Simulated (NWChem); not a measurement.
**How basis sets differ on SiHBrF (SMILES F[SiH]Br)**

SiHBrF has 4 atoms, charge 0, and is taken as a doublet. SMILES: `F[SiH]Br`. The shape is that of a PBE0-D4/def2-TZVP optimisation.

```xyz
4

F    -1.0775   -0.2854    1.0783
Si   -0.2898   -0.2547   -0.3098
Br    1.8522   -0.6437    0.0737
H    -0.4294    1.1234   -0.8625
```

Quantity: the dipole moment, in D. The values are calculated.

```
            level  kind  program  value (D)
  USVWN5/def2-SVP   LDA   NWChem       1.08
 USVWN5/def2-SVPD   LDA   NWChem       1.16
 USVWN5/def2-TZVP   LDA   NWChem       1.10
USVWN5/def2-TZVPD   LDA   NWChem       1.09
```

All-electron rows without a relativistic Hamiltonian named are non-relativistic. The values span 1.08 to 1.16 D. Magnitudes only.
